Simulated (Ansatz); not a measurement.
RbBr (SMILES [Br][Rb]): methods side by side

RbBr has 2 atoms, charge 0, and is taken as a singlet. As SMILES, `[Br][Rb]`. Geometry: the measured bond length.

| atom | x (Å) | y (Å) | z (Å) |
| --- | --- | --- | --- |
| Br | 0.0000 | 0.0000 | 0.0000 |
| Rb | 0.0000 | 0.0000 | 2.9447 |

Each level gives the energy change with the Br1–Rb2 bond stretched from 2.945 to 3.681 Å (eV). The values are calculated.

```tsv
level	kind	program	value (eV)	CPU time (all runs)
B3LYP/STO-3G (restricted)	global hybrid	Ansatz	?	4.4 s
BHLYP/STO-3G (restricted)	global hybrid	Ansatz	1.38	4.2 s
r2SCAN0/STO-3G (restricted)	hybrid meta-GGA	Ansatz	?	11 s
wB97X/STO-3G (restricted)	range-separated hybrid	Ansatz	1.46	20 s
CCSD(T)/STO-3G (restricted)	coupled cluster or CI	Ansatz	1.39	1.2 s
CCSDT/STO-3G (restricted)	coupled cluster or CI	Ansatz	1.39	3 s
CCSDTQ/STO-3G (restricted)	coupled cluster or CI	Ansatz	1.39	2.3 min
FCI/STO-3G	exact in the basis	Ansatz	1.39	10 s
```

Estimate what the levels marked ? give.

As computed at these levels: B3LYP/STO-3G (restricted): 1.26 eV; r2SCAN0/STO-3G (restricted): 1.34 eV. All-electron rows without a relativistic Hamiltonian named are non-relativistic. The first shape isn't each level's own minimum. The values span 1.26 to 1.46 eV. Minimal STO sets describe s-block atoms so badly that they can place the ion below the atom. All rows use very small basis sets, so even the best lies far from the true value. In the correlated wave-function rows the outer d shell of Br is correlated, in sets not made for it. CPU times are rough (shared hosts, several kinds of processor): they show what a rung costs within a factor of a few.
